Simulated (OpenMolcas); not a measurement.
**Cr4+ in a point-charge field**

Cr4+ among 5 point charges of -1 e arranged as a square pyramid (C4v), 2.07 Å from the ion, with the axial distance 1.822 Å.

| Property | Result |
| --- | --- |
| Program | OpenMolcas |
| Method | CASSCF |
| Basis | ANO-RCC-VDZP [5s4p2d1f] |
| Scalar Hamiltonian | DKH2, point nucleus |
| Active space | 2 electrons in 5 orbitals (3d) |
| State averaging | 2S+1 = 3 even, 10 roots; 2S+1 = 1 even, 15 roots |
| Spin-orbit coupling | RASSI with atomic mean-field integrals over the reference wave functions |

The lowest spin-free states, above the lowest:

```json
{"State": "2S+1 = 3", "Degeneracy": "1", "E (cm-1)": "0.0", "Free-ion L (%)": "F (100)"}
{"State": "2S+1 = 3", "Degeneracy": "2", "E (cm-1)": "372.6", "Free-ion L (%)": "F (100)"}
{"State": "2S+1 = 3", "Degeneracy": "1", "E (cm-1)": "1260", "Free-ion L (%)": "F (100)"}
{"State": "2S+1 = 3", "Degeneracy": "2", "E (cm-1)": "1444", "Free-ion L (%)": "F (100)"}
{"State": "2S+1 = 3", "Degeneracy": "1", "E (cm-1)": "2609", "Free-ion L (%)": "F (100)"}
{"State": "2S+1 = 1", "Degeneracy": "1", "E (cm-1)": "16359", "Free-ion L (%)": "D (99)"}
{"State": "2S+1 = 1", "Degeneracy": "2", "E (cm-1)": "16832", "Free-ion L (%)": "D (99)"}
{"State": "2S+1 = 1", "Degeneracy": "1", "E (cm-1)": "16953", "Free-ion L (%)": "D (96)"}
{"State": "2S+1 = 1", "Degeneracy": "1", "E (cm-1)": "17579", "Free-ion L (%)": "D (99)"}
{"State": "2S+1 = 3", "Degeneracy": "2", "E (cm-1)": "19702", "Free-ion L (%)": "P (100)"}
{"State": "2S+1 = 3", "Degeneracy": "1", "E (cm-1)": "21315", "Free-ion L (%)": "P (100)"}
{"State": "2S+1 = 1", "Degeneracy": "2", "E (cm-1)": "25021", "Free-ion L (%)": "G (100)"}
{"State": "2S+1 = 1", "Degeneracy": "1", "E (cm-1)": "25024", "Free-ion L (%)": "G (99)"}
{"State": "2S+1 = 1", "Degeneracy": "1", "E (cm-1)": "25089", "Free-ion L (%)": "G (100)"}
{"State": "2S+1 = 1", "Degeneracy": "1", "E (cm-1)": "25883", "Free-ion L (%)": "G (96)"}
{"State": "2S+1 = 1", "Degeneracy": "2", "E (cm-1)": "25993", "Free-ion L (%)": "G (99)"}
{"State": "2S+1 = 1", "Degeneracy": "1", "E (cm-1)": "27607", "Free-ion L (%)": "G (100)"}
{"State": "2S+1 = 1", "Degeneracy": "1", "E (cm-1)": "27709", "Free-ion L (%)": "G (99)"}
{"State": "2S+1 = 1", "Degeneracy": "1", "E (cm-1)": "62203", "Free-ion L (%)": "S (100)"}
```

The lowest levels with spin-orbit coupling:

| E (cm-1) | Degeneracy | 2S+1 | g |
| --- | --- | --- | --- |
| 0.0 | 1 | 3 |  |
| 160.6 | 2 | 3 | 0.00 0.00 2.97 |
| 427.0 | 1 | 3 |  |
| 608.6 | 1 | 3 |  |
| 781.2 | 1 | 3 |  |
| 853.7 | 2 | 3 | 0.00 0.00 0.31 |
| 1150 | 1 | 3 |  |
| 1531 | 1 | 3 |  |
| 1625 | 1 | 3 |  |
| 1685 | 2 | 3 | 0.00 0.00 2.91 |
| 1871 | 2 | 3 | 0.00 0.00 2.19 |
| 1922 | 1 | 3 |  |
| 2209 | 1 | 3 |  |
| 2240 | 1 | 3 |  |
| 3179 | 1 | 3 |  |
| 3183 | 2 | 3 | 0.00 0.00 5.55 |
| 16734 | 1 | 1 |  |
| 17204 | 2 | 1 | 0.00 0.00 1.97 |
| 17308 | 1 | 1 |  |
| 17934 | 1 | 1 |  |

Powder χT (cm3 K/mol): 0.00206 at 2 K, 0.0103 at 10 K, 0.0577 at 50 K, 0.162 at 100 K, 0.378 at 200 K, 0.569 at 300 K. The effective moment at 300 K is 2.828 √(χT) = 2.13 μB.

The lowest level has 2S+1 = 3, for which the spin-only value is χT = S(S+1) / 2 = 1.000 cm3 K/mol (g = 2). The computed 0.569 at 300 K differs by -0.431, through orbital momentum, spin-orbit coupling and any other state in reach.

Spin-orbit coupling mixes the spin-free states strongly: the lowest level takes only 66 % from its leading state, an unlabelled state of the same spin as most of the rest. Without dynamic correlation the repulsion within the d shell is too large (B by tens of per cent), so at a given field states of lower spin stand too high. The ground term spreads over less than 5000 cm-1, several times less than with real ligands, so orbital moments are less quenched and χT lies further from the spin-only value than at real sites. Point charges carry no covalency, so the field is a model and not that of real ligands. An unlabelled pair can be two single states that coincide in this model. No measured value stands beside these numbers.

A state without a sure symmetry label is named by its multiplicity alone. With an even number of electrons the g values are those of a degenerate or nearly degenerate non-Kramers pair.
